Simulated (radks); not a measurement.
Effect of the nuclear size on the vanadium ion V3+, [Ar] 3d2. Method: Dirac Kohn-Sham, exchange-only LDA, spin-unpolarised, spherical densities, finite nucleus; open shells fill j = l - 1/2 first; Fermi nuclear charge, rms radius 3.6002 fm; computed with a radial shooting solver on a logarithmic mesh with Libxc functionals. The rms radius is varied about that value; shifts are against it.

\begin{tabular}{lrrrrr}
rms radius (fm) & total energy shift (eV) & density at nucleus (e/bohr^3) & 1s1/2 shift (meV) & 2s1/2 shift (meV) & 3s1/2 shift (meV) \\ \hline
3.2042 & -0.0123 & 9859 & -5.22 & -0.445 & -0.063 \\
3.467 & -0.00430 & 9833 & -1.82 & -0.155 & -0.022 \\
3.6002 & 0 & 9821 & 0.000 & 0.000 & 0.000 \\
3.899 & 0.0102 & 9794 & 4.33 & 0.369 & 0.053 \\
4.2698 & 0.0240 & 9765 & 10.2 & 0.866 & 0.123 \\
\end{tabular}

Slopes of the eigenvalues against <r^2> in GHz/fm^2, as finite differences over the two radii next to the reference (eigenvalue slopes, not the field-shift constants of lines): 1s1/2 467, 2s1/2 39.8, 3s1/2 5.68.
